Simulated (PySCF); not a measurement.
A survey of 29Si NMR shifts

Theory: geometry: GFN2-xTB, GIAO PBE0/pcSseg-1 shieldings, in PySCF 2.14.0 with density-fitted response routines (one computed conformer, one averaged value for each set of equivalent atoms, no relativistic terms, in vacuum).

Shieldings were converted by a linear fit to measured shifts: 29Si (scatter 8.9 ppm rms, 25.8 ppm with the 6 outliers that the fit left out vs TMS, solution or neat liquid). A few per cent of atoms miss by over 2 rms, more outside the fitted compound classes.

(1) Give the 29Si shifts of `CC(=S)O[SiH2][SiH2][SiH3]`, `CNC[C@@H]([SiH3])[SiH](F)F`, `CO[SiH2][SiH2][SiH3]`, `CO[SiH2][SiH2][SiH3]`, `NC(=O)[SiH2]O[SiH](O)O`.

(2) Match the shifts -7.9, -18.4, -44.1, -59.1 ppm to `CC(C)[C@H]1CS[SiH2]1`, `CCCc1c(F)cnn1[SiH3]`, `[SiH3][C@@H]1CCCSC1`, `O=C[C@@H]1OC(=O)[SiH2]1`.

Answers

(1) 
```csv
compound,environment,δ (ppm)
[CH3:1][C:2](=[S:3])[O:4][SiH2:5][SiH2:6][SiH3:7],"Si5: silicon bonded to O, Si, 2 H",-33.2
[CH3:1][C:2](=[S:3])[O:4][SiH2:5][SiH2:6][SiH3:7],"Si7: silicon bonded to Si, 3 H",-101.4
[CH3:1][C:2](=[S:3])[O:4][SiH2:5][SiH2:6][SiH3:7],"Si6: silicon bonded to 2 Si, 2 H",-113.9
[CH3:1][NH:2][CH2:3][C@@H:4]([SiH3:5])[SiH:6]([F:7])[F:8],"Si6: silicon bonded to C, 2 F, H",-27.9
[CH3:1][NH:2][CH2:3][C@@H:4]([SiH3:5])[SiH:6]([F:7])[F:8],"Si5: silicon bonded to C, 3 H",-69.6
[CH3:1][O:2][SiH2:3][SiH2:4][SiH3:5],"Si3: silicon bonded to O, Si, 2 H",-24.7
[CH3:1][O:2][SiH2:3][SiH2:4][SiH3:5],"Si5: silicon bonded to Si, 3 H",-107.4
[CH3:1][O:2][SiH2:3][SiH2:4][SiH3:5],"Si4: silicon bonded to 2 Si, 2 H",-111.7
[CH3:1][O:2][SiH2:3][SiH2:4][SiH3:5],"Si3: silicon bonded to O, Si, 2 H",-24.7
[CH3:1][O:2][SiH2:3][SiH2:4][SiH3:5],"Si5: silicon bonded to Si, 3 H",-107.4
[CH3:1][O:2][SiH2:3][SiH2:4][SiH3:5],"Si4: silicon bonded to 2 Si, 2 H",-111.7
[NH2:1][C:2](=[O:3])[SiH2:4][O:5][SiH:6]([OH:7])[OH:8],"Si4: silicon bonded to C, O, 2 H",-53.6
[NH2:1][C:2](=[O:3])[SiH2:4][O:5][SiH:6]([OH:7])[OH:8],"Si6: silicon bonded to 3 O, H",-57.3
```

(2) -7.9: O=C[C@@H]1OC(=O)[SiH2]1 (silicon bonded to 2 C, 2 H, in a 4-membered ring); -18.4: CC(C)[C@H]1CS[SiH2]1 (silicon bonded to C, S, 2 H, in a 4-membered ring); -44.1: CCCc1c(F)cnn1[SiH3] (silicon bonded to N, 3 H); -59.1: [SiH3][C@@H]1CCCSC1 (silicon bonded to C, 3 H).
